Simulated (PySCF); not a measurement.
CH4BClSi, H6N2Si2, AlB2H2O, CH5ClSi2 and others (calculated)

Calculation on a computer-drawn molecule: optimised geometry and harmonic frequencies of an isolated molecule of the commonest isotopes, restricted reference for singlets and unrestricted otherwise, frozen core in MP2. Program: PySCF 2.14.0.

Common to all runs: multiplicity 1; basis cc-pV(D+d)Z.

(1) CH4BClSi

Start structure:
```xyz
8
CH4BClSi
B     -0.0170    -0.3894     0.1367
C     -0.4792    -0.4820    -1.1583
Si    -0.2353     0.9105    -2.3818
Cl     0.9528     0.2837    -3.8579
H      0.4628    -0.3741     1.1991
H     -1.0108    -1.2428    -1.5995
H      0.4413     2.1353    -1.8593
H     -1.4778     1.3383    -3.0276
```

It was run with charge 0 and method HF.

Results for CH4BClSi: rotational constants 12.26, 2.268, 2.093 GHz; total energy -813.3295 hartree; convergence status largest gradient component 2.294e-05 hartree/bohr.

Drawn bonds:
| atom | other atom | order |
| --- | --- | --- |
| 1 | 2 | 2 |
| 2 | 3 | 1 |
| 3 | 4 | 1 |
| 1 | 5 | 1 |
| 2 | 6 | 1 |
| 3 | 7 | 1 |
| 3 | 8 | 1 |

Optimised structure:
```xyz
8
CH4BClSi
B     -0.0054    -0.3710     0.0841
C     -0.4941    -0.4804    -1.2019
Si    -0.2229     0.9020    -2.3803
Cl     0.9835     0.3217    -3.9793
H      0.4301    -0.2312     1.1669
H     -1.0444    -1.3544    -1.5389
H      0.4670     2.0192    -1.7074
H     -1.4771     1.3737    -2.9917
```

Modes:
| frequency (cm⁻¹) | reduced mass (dalton) |
| --- | --- |
| 101.8 | 3.368 |
| 163.7 | 2.611 |
| 224.5 | 3.496 |
| 525.1 | 5.178 |
| 572.6 | 1.4 |
| 620.3 | 1.454 |
| 723.1 | 3.08 |
| 766.6 | 1.3 |
| 786.1 | 1.119 |
| 897.8 | 1.42 |
| 956.7 | 1.139 |
| 1031 | 1.077 |
| 1056 | 1.279 |
| 1571 | 5.826 |
| 2333 | 1.043 |
| 2346 | 1.038 |
| 2946 | 1.134 |
| 3321 | 1.09 |

(2) H6N2Si2

Start structure:
```xyz
10
H6N2Si2
N      1.2104    -1.7740     0.5388
Si     1.8164    -0.2760     1.1539
N      0.6327     0.9268     1.1806
Si    -0.6170     1.5943     0.3952
H      1.7675    -2.5798     0.3930
H      0.2841    -2.1195     0.9479
H      2.9041    -0.0213     0.2297
H      2.3254    -0.4425     2.4942
H     -1.2809     2.6101     1.1053
H     -1.2483     1.3628    -0.9046
```

Here we set charge 0 and method HF.

It finds rotational constants 15.94, 1.961, 1.816 GHz; total energy -690.2914 hartree; convergence status largest gradient component 1.077e-05 hartree/bohr.

Drawn bonds:
| atom | other atom | order |
| --- | --- | --- |
| 1 | 2 | 1 |
| 2 | 3 | 1 |
| 3 | 4 | 2 |
| 1 | 5 | 1 |
| 1 | 6 | 1 |
| 2 | 7 | 1 |
| 2 | 8 | 1 |
| 4 | 9 | 1 |
| 4 | 10 | 1 |

Optimised structure:
```xyz
10
H6N2Si2
N      1.4622    -1.9465     0.4127
Si     1.6058    -0.3960     1.1553
N      0.2099     0.5136     0.8464
Si    -0.6897     1.7108     0.4359
H      2.2856    -2.5176     0.3554
H      0.6705    -2.5150     0.6529
H      2.8540     0.1865     0.5975
H      1.7822    -0.4474     2.6321
H     -0.2260     3.0510     0.0279
H     -2.1601     1.6415     0.4180
```

Modes:
| frequency (cm⁻¹) | reduced mass (dalton) |
| --- | --- |
| 52.28 | 2.566 |
| 86.24 | 2.557 |
| 177.1 | 1.485 |
| 197.8 | 1.254 |
| 351.2 | 2.508 |
| 472.5 | 1.269 |
| 622 | 4.869 |
| 705.2 | 1.372 |
| 752.9 | 1.208 |
| 763.5 | 1.181 |
| 794.4 | 1.174 |
| 853.7 | 3.274 |
| 925.4 | 1.325 |
| 1040 | 1.204 |
| 1072 | 1.059 |
| 1105 | 1.075 |
| 1468 | 13.74 |
| 1691 | 1.112 |
| 2241 | 1.049 |
| 2277 | 1.03 |
| 2340 | 1.048 |
| 2362 | 1.038 |
| 3758 | 1.051 |
| 3849 | 1.094 |

(3) AlB2H2O

Start structure:
```xyz
6
AlB2H2O
O     -0.7427    -3.2835    -0.3526
B     -0.5710    -2.1062    -0.3440
B     -0.1953    -0.5355    -0.3816
Al    -1.1885     0.8750     0.6885
H      0.6606    -0.0585    -1.0759
H     -1.8681     1.9647     1.5748
```

It was run with charge 1 and method HF.

Results for AlB2H2O: rotational constants 24.24, 2.268, 2.074 GHz; total energy -367.0541 hartree; convergence status largest gradient component 1.769e-05 hartree/bohr.

Drawn bonds:
| atom | other atom | order |
| --- | --- | --- |
| 1 | 2 | 2 |
| 2 | 3 | 1 |
| 3 | 4 | 1 |
| 3 | 5 | 1 |
| 4 | 6 | 1 |

Optimised structure:
```xyz
6
AlB2H2O
O     -0.8613    -3.2698    -0.2618
B     -0.5080    -2.1515    -0.3894
B     -0.1141    -0.5121    -0.4648
Al    -1.2008     0.9084     0.7610
H      0.7399    -0.0641    -1.1603
H     -1.9608     1.9450     1.6245
```

Modes:
| frequency (cm⁻¹) | reduced mass (dalton) |
| --- | --- |
| 103.7 | 6.423 |
| 310.3 | 3.13 |
| 377.4 | 1.551 |
| 395.6 | 1.133 |
| 433.3 | 4.041 |
| 571.9 | 3.956 |
| 715.5 | 1.831 |
| 803.2 | 2.831 |
| 989 | 1.591 |
| 2140 | 1.047 |
| 2199 | 12.06 |
| 2805 | 1.093 |

(4) CH5ClSi2

Start structure:
```xyz
9
CH5ClSi2
C     -0.1457     2.6362    -2.4973
Si    -0.7358     1.3732    -1.2641
Si     0.5217     0.1733     0.1858
Cl     2.4612     0.6305     0.0180
H      0.8114     2.8702    -2.5988
H     -0.9295     3.1610    -3.1136
H     -2.1485     1.1072    -1.1989
H      0.1442     0.4192     1.6097
H      0.4234    -1.2799    -0.0074
```

Here we set charge 0 and method HF.

The calculation gives: rotational constants 5.81, 1.836, 1.418 GHz; total energy -1078.1494 hartree; convergence status largest gradient component 2.032e-05 hartree/bohr.

Drawn bonds:
| atom | other atom | order |
| --- | --- | --- |
| 1 | 2 | 2 |
| 2 | 3 | 1 |
| 3 | 4 | 1 |
| 1 | 5 | 1 |
| 1 | 6 | 1 |
| 2 | 7 | 1 |
| 3 | 8 | 1 |
| 3 | 9 | 1 |

Optimised structure:
```xyz
9
CH5ClSi2
C     -0.1873     2.5397    -2.3897
Si    -0.8323     1.4067    -1.3032
Si     0.5237     0.1914     0.1779
Cl     2.4977     0.7668    -0.1108
H      0.8772     2.7400    -2.4353
H     -0.7996     3.1092    -3.0804
H     -2.2819     1.1346    -1.2416
H      0.1720     0.4627     1.5844
H      0.4328    -1.2602    -0.0678
```

Modes:
| frequency (cm⁻¹) | reduced mass (dalton) |
| --- | --- |
| 59.13 | 2.84 |
| 100.5 | 5.234 |
| 239.7 | 4.687 |
| 312.6 | 1.17 |
| 432.9 | 7.129 |
| 539.9 | 1.289 |
| 561.4 | 12.71 |
| 672.1 | 1.13 |
| 725.4 | 1.067 |
| 756.9 | 1.021 |
| 885.2 | 1.207 |
| 889 | 1.116 |
| 919.5 | 1.258 |
| 1031 | 1.08 |
| 1048 | 3.737 |
| 1503 | 1.218 |
| 2334 | 1.034 |
| 2340 | 1.053 |
| 2346 | 1.037 |
| 3299 | 1.057 |
| 3393 | 1.113 |

(5) BFH3NSi

Start structure:
```xyz
7
BFH3NSi
B     -0.6751    -2.5702     0.2358
N     -0.6949    -1.5096    -0.4131
Si    -0.7110    -0.0811    -1.3164
F     -0.2012    -0.3864    -2.8159
H     -0.6582    -3.5669     0.8510
H     -2.0746     0.4535    -1.4328
H      0.2116     0.9117    -0.7490
```

It was run with charge 0 and method MP2.

It finds rotational constants 18.54, 3.508, 3.057 GHz; total energy -469.8912 hartree; convergence status largest gradient component 1.053e-05 hartree/bohr.

Drawn bonds:
| atom | other atom | order |
| --- | --- | --- |
| 1 | 2 | 2 |
| 2 | 3 | 1 |
| 3 | 4 | 1 |
| 1 | 5 | 1 |
| 3 | 6 | 1 |
| 3 | 7 | 1 |

Optimised structure:
```xyz
7
BFH3NSi
B     -0.6761    -2.5900     0.2524
N     -0.6878    -1.5186    -0.4280
Si    -0.7082    -0.0656    -1.3358
F     -0.1961    -0.3562    -2.8536
H     -0.6663    -3.5843     0.8874
H     -2.0834     0.4522    -1.4248
H      0.2144     0.9136    -0.7380
```

Modes:
| frequency (cm⁻¹) | reduced mass (dalton) |
| --- | --- |
| 118.6 | 4.379 |
| 157.4 | 3.302 |
| 331.5 | 10.41 |
| 703.6 | 1.445 |
| 705.1 | 7.512 |
| 724.1 | 1.306 |
| 732.9 | 1.325 |
| 771 | 1.055 |
| 865.5 | 4.844 |
| 980.9 | 1.256 |
| 1003 | 1.113 |
| 1850 | 5.624 |
| 2329 | 1.028 |
| 2333 | 1.055 |
| 2912 | 1.178 |

(6) BH6NOSi

Start structure:
```xyz
10
BH6NOSi
B     -2.9471    -1.3090    -0.2970
O     -1.8927    -1.6669     0.2731
Si    -0.5193    -2.6095     0.5109
N     -0.2260    -3.6019    -0.8169
H     -3.3846    -1.8618    -1.2264
H     -3.5501    -0.3561     0.1558
H     -0.7985    -3.2762     1.7893
H      0.5506    -1.6631     0.5631
H      0.5793    -4.1419    -0.8930
H     -0.9875    -4.0861    -1.2475
```

Settings of this run: charge 0 and method HF.

Drawn bonds:
| atom | other atom | order |
| --- | --- | --- |
| 1 | 2 | 1 |
| 2 | 3 | 1 |
| 3 | 4 | 1 |
| 1 | 5 | 1 |
| 1 | 6 | 1 |
| 3 | 7 | 1 |
| 3 | 8 | 1 |
| 4 | 9 | 1 |
| 4 | 10 | 1 |

To be estimated
1. Give the missing rotational constants for BH6NOSi (entry 6).
2. Give the table of modes values for BH6NOSi (entry 6).

Answers
1. 12.14, 4.034, 3.195 GHz
2. 
Modes:
| frequency (cm⁻¹) | reduced mass (dalton) |
| --- | --- |
| 49.99 | 2.012 |
| 159.3 | 2.745 |
| 253.6 | 1.152 |
| 256.9 | 1.102 |
| 344.2 | 2.399 |
| 456.6 | 1.789 |
| 605.3 | 1.163 |
| 728 | 5.603 |
| 863.2 | 1.101 |
| 894.8 | 3.887 |
| 970.5 | 1.282 |
| 999.1 | 1.176 |
| 1028 | 1.111 |
| 1081 | 1.404 |
| 1145 | 1.368 |
| 1300 | 1.443 |
| 1440 | 2.958 |
| 1695 | 1.115 |
| 2353 | 1.054 |
| 2359 | 1.027 |
| 2642 | 1.054 |
| 2713 | 1.123 |
| 3776 | 1.051 |
| 3866 | 1.095 |

Further results for BH6NOSi (entry 6):

| Item | Value |
| --- | --- |
| total energy | -446.5420 hartree |
| convergence status largest gradient component | 3.632e-06 hartree/bohr |

Optimised structure:
```xyz
10
BH6NOSi
B     -2.8411    -1.3191    -0.3546
O     -1.8360    -1.5705     0.5012
Si    -0.5332    -2.6051     0.6169
N     -0.3326    -3.6989    -0.6756
H     -2.9551    -1.9508    -1.3768
H     -3.6259    -0.4503    -0.0806
H     -0.7439    -3.3781     1.8513
H      0.6577    -1.7434     0.6854
H     -0.0116    -3.3784    -1.5699
H     -0.9543    -4.4779    -0.7858
```
